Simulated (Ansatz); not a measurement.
Two isomers of CH8GeO3Si: A = `C[SiH](O)[O][GeH2][OH]`, B = `CO[SiH](O)[GeH2][OH]`.

Program: Ansatz. Geometries: PBE0-D4/def2-TZVP. ΔE: electronic, gas phase. CCSD(T)/CBS is the MP2 limit (def2-TZVPP, def2-QZVPP) plus CCSD(T) − MP2 in def2-TZVPP, frozen cores. Functionals use def2-TZVPP. B3LYP here is the variant with VWN-RPA as its local correlation; programs differ in this. For Ge outer-core shells are correlated without core-valence functions, which leaves a few kJ/mol of doubt a bond. Scalar relativity is left out up to krypton. One conformer a species, not always the lowest.

A:

Z-matrix (Å, degrees):
```
C
Si 1 1.848
H 1 1.092 2 111.1
H 1 1.093 2 109.9 3 119.9
H 1 1.092 2 110.7 3 -120.6
O 2 1.663 1 106.4 3 -63.0
O 2 1.634 1 111.7 3 177.5
H 2 1.486 1 113.1 3 56.6
H 6 0.958 2 116.8 1 151.9
Ge 7 1.778 2 126.8 1 83.4
O 10 1.770 7 107.9 2 -15.4
H 10 1.529 7 108.9 2 -130.8
H 10 1.538 7 106.8 2 104.7
H 11 0.964 10 110.6 7 50.0
```

B:

Z-matrix (Å, degrees):
```
C
O 1 1.412
H 1 1.094 2 110.9
H 1 1.096 2 111.5 3 -121.2
H 1 1.091 2 108.3 3 119.4
Si 2 1.636 1 123.7 3 76.5
Ge 6 2.382 2 106.2 1 178.3
O 6 1.640 2 114.8 1 -68.7
H 6 1.486 2 108.4 1 50.5
O 7 1.809 6 95.0 2 109.3
H 7 1.545 6 117.7 2 -136.9
H 7 1.543 6 117.6 2 -4.7
H 8 0.965 6 113.8 2 -97.0
H 10 0.959 7 114.5 6 -176.3
```

Q: Which isomer does CCSD(T)/CBS put lower? Give the gap. (Best estimate.)

A: The calculation gave: A, by 162.7 kJ/mol.

Q: Give E(B) − E(A) in kJ/mol with r2SCAN-D4, B3LYP-D4, CCSD/def2-TZVPP, ωB97M-V, PBE-D4, B2PLYP, PBE0-D4. (An estimate is asked.)

A: Computed: r2SCAN-D4 159.9, B3LYP-D4 151.9, CCSD/def2-TZVPP 165.5, ωB97M-V 162.0, PBE-D4 140.3, B2PLYP 159.4, PBE0-D4 149.3. None reverses the order clearly.

Largest T1 diagnostic: 0.012.

The D4 term adds +4.3 kJ/mol with B3LYP and +2.4 kJ/mol with PBE0; it sums over pairs of atoms, weighted by their polarisabilities, and B3LYP, whose exchange is more repulsive, gets the larger term. From PBE to PBE0 (25 % exact exchange), in def2-TZVPP and without D4, E(B) − E(A) moves by +9.4 kJ/mol.
